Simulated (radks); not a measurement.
Dipole-allowed excitations along the series with 29 electrons in [Ar] 3d10 4s1. Method: non-relativistic Kohn-Sham, LDA (Slater exchange, Perdew-Wang correlation), spin-polarised, spherical densities, point nucleus; open shells are filled with parallel spins first (spin-orbit coupling, left out, can overturn this in heavy ions); computed with a radial shooting solver on a logarithmic mesh with Libxc functionals. Time-dependent linear response with the Hartree and adiabatic LDA kernel, continuum included through the Sternheimer equations. Lines are the poles of the dipole polarisability below minus the highest occupied eigenvalue, found on a grid refined at the orbital gaps; the lowest seven at most are given, and weak or close lines can be missed. The first line takes the name of the lowest orbital gap if no other gap lies below it; otherwise a line is named after a gap within 0.6 % of it, if that gap stands alone.

species  -e(HOMO) (eV)  lowest orbital gap (eV)  first line (eV)      f  static alpha (bohr^3)
In20+           567.96             4s-4p 39.701   42.333 (4s-4p)  0.510                 0.2352
Sn21+           614.75             4s-4p 41.419   44.153 (4s-4p)  0.499                 0.2111
Sb22+           663.27             4s-4p 43.135   45.972 (4s-4p)  0.488                 0.1903
Te23+           713.51             4s-4p 44.852   47.790 (4s-4p)  0.478                 0.1721
I24+            765.47             4s-4p 46.568   49.608 (4s-4p)  0.468                 0.1562
Xe25+           819.14             4s-4p 48.284   51.426 (4s-4p)  0.459                 0.1422
